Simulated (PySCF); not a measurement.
SMILES C=[CH][SnH2][CH]=C at its B3LYP/def2-SVP optimised geometry (Å):

```
13

Sn    -1.0987     0.4884     0.0000
C      1.0594     0.4884     0.0000
C      1.7955    -0.1078     0.9452
C     -1.8908    -0.5435    -1.7221
C     -2.6337    -1.6532    -1.6377
H     -1.6350    -0.3390     1.4142
H     -1.6684     2.1177     0.0000
H      1.5760     1.0054    -0.8193
H      2.8928    -0.0928     0.9213
H      1.3474    -0.6413     1.7918
H     -1.6710    -0.1332    -2.7165
H     -3.0244    -2.1582    -2.5306
H     -2.8928    -2.1177    -0.6789
```

Calculation: B3LYP/def2-TZVP, def2 effective core potentials past Kr in PySCF. The core electrons that the potentials of Sn replace are not part of the density. Cells within 0.4 Å of a nucleus heavier than hydrogen are left out (blank, or x).

Map of the HOMO amplitude (bohr^(-3/2)) on the plane z = 1.2 Å; orbital energy -7.48 eV, overall sign arbitrary:

```
|222222222222222222222222222|
|222222222222222222222222222|
|222222222222222222222222222|
|222222222222222222222222222|
|222222222222222222222222222|
|222222222222222222222222222|
|222222222222222223322222222|
|222222222222222333333222222|
|222222222222222333333222222|
|222222222222223344433322222|
|222222222221223455543322222|
|222222222211123467653222222|
|222222222221122469952222222|
|22222222222112236xx20012222|
|222222222222222233x00012222|
|222222222222222221000112222|
|222222222222222221111122222|
|222222222222222221111222222|
|222222222222222222222222222|
|222222222222222222222222222|
|222222222222222222222222222|
|222222222222222222222222222|
|222222222222222222222222222|
|222222222222222222222222222|
|222222222222222222222222222|
|222222222222222222222222222|
|222222222222222222222222222|
```
Scale: ten equal steps from -0.051 (start of '0') to 0.138 (end of '9'), in the order '0123456789'; x runs from -5.00 to 5.00, y from -5.00 (bottom) to 5.00 (top).
